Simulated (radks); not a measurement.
Results of a calculation; reference values are marked as such.
Neutral hydrogen inside a hard spherical wall (all orbitals vanish at R), configuration held at 1s1 and not refilled when levels cross. Level of theory: scalar-relativistic Kohn-Sham, PBE, spin-unpolarised, spherical densities, point nucleus; without spin polarisation the odd electron is poorly described (a radial shooting solver on a logarithmic mesh with Libxc functionals). Eigenvalues in eV, with the zero of energy where the potential of the charges vanishes at infinity; a dash marks a level that is unbound or too diffuse for the functional's potential to be trusted. A positive occupied level is held by the wall or, in an anion where self-interaction has pushed it up, behind a barrier. The pressure on the wall is -dE/dV.

R (bohr)  E (hartree)  kinetic (hartree)   e(1s)  e(2s, empty)  e(2p, empty)  pressure (GPa)
free         -0.45893              0.447  -6.493             -             -               0
20           -0.45893              0.447  -6.493             -             -        < 0.0001
8            -0.45880              0.449  -6.474         2.325         2.044         0.00641
7            -0.45844              0.451  -6.433         3.563         2.805          0.0314
6            -0.45708              0.460  -6.311         5.755         4.084           0.158
5            -0.45212              0.484  -5.963         9.904         6.390           0.828
4            -0.43388              0.552  -4.963        18.509        11.004            4.81
3            -0.36311              0.746  -1.887        39.124        21.816            34.5
2.5          -0.26358              0.966   1.887        61.155        33.272             108
1.5           0.55432              2.331  28.840        197.55        103.78            2020
